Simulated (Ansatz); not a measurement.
Q: Name a neutral molecule of C, N, O, Zr and H with LUMO energy (B3LYP/def2-TZVPP) between -0.30 and 0.00 eV and size of the dipole moment (PBE/def2-TZVPP) between 0.05 and 0.35 D (Ansatz, PBE0-D4/def2-TZVP geometry).

A: `C[O][Zr]([O]C)([N](C)C)[N](C)C` (-0.10 eV, 0.34 D); `C[O][Zr]([OH])([NH]C(C)C)[O]C` (-0.17 eV, 0.23 D); `CC[N](C)[Zr]([OH])([OH])[N](C)CC` (-0.19 eV, 0.09 D); `C[O][Zr]([OH])([O]C(C)C)[N](C)C` (-0.16 eV, 0.12 D); `C[O][Zr]([OH])([NH]C(C)(C)C)[O]C` (-0.18 eV, 0.17 D). Other molecules can fit too; these were computed, each in one conformer that needn't be the lowest.

B3LYP here is the variant with VWN-RPA as its local correlation; programs differ in this.
